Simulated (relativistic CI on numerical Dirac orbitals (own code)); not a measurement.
**Rh⁷⁺: L-alpha,beta X-ray emission**

Computed with this model: Dirac-Coulomb-Breit CI, KLI orbitals optimised for each configuration, model QED (radiative potential, 1s self-energy scaled to tabulated hydrogen-like ionisation energies), valence Slater integrals scaled by 0.8, multiplet model of X-ray emission after core ionisation; configurations [Kr] 4d2 → [He] 2s2 2p5 3s2 3p6 3d10 4s2 4p6 4d2 → [Ar] 3d9 4s2 4p6 4d2; 300 K; Lorentzian 1.4 eV and Gaussian 0.6 eV FWHM. Energies are those of the free ion, without screening or charge transfer. S is read from ⟨S²⟩ = S(S + 1).

free ion: ground-state S = 0.98, centroid 2747.45 eV. Peaks (eV, height): 2696.0 (12), 2700.8 (100), 2838.8 (45).

Strongest unbroadened transitions for free ion:

```
Energy (eV)  Relative strength
    2696.11                9.8
    2700.38               27.4
    2700.44                9.0
    2700.73              100.0
    2700.81               16.0
    2700.85               24.5
    2700.91                8.5
    2700.94               15.2
    2701.04               23.4
    2701.08               18.4
    2701.24               20.1
    2838.02                8.3
    2838.07                6.2
    2838.49               21.8
    2838.79               68.0
    2839.41               13.9
    2839.88               14.3
    2840.77                7.3
```
